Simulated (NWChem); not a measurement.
System: BI2 cation

```xyz
3

I     -1.9864    -0.0228     0.0206
B      0.0000     0.0000     0.0000
I      1.9864     0.0228    -0.0206
```
Atoms are numbered in this order, from 1.

Structure relaxed at the PBE-D3(BJ)/def2-SVP level. def2 effective core potentials on I; no spin-orbit coupling.

Problem. List the 4 lowest vertical singlet excitations from PBE/def2-SVP with def2 effective core potentials on I, full TDDFT (NWChem).

Solution. 
```csv
state,energy (eV),oscillator strength,leading excitation (squared amplitude)
S1,4.00,0.000,HOMO−1 → LUMO+1 (0.50)
S2,4.18,0.000,HOMO−1 → LUMO (0.50)
S3,4.18,0.000,HOMO−1 → LUMO+1 (0.50)
S4,5.06,0.000,HOMO−3 → LUMO (0.50)
```
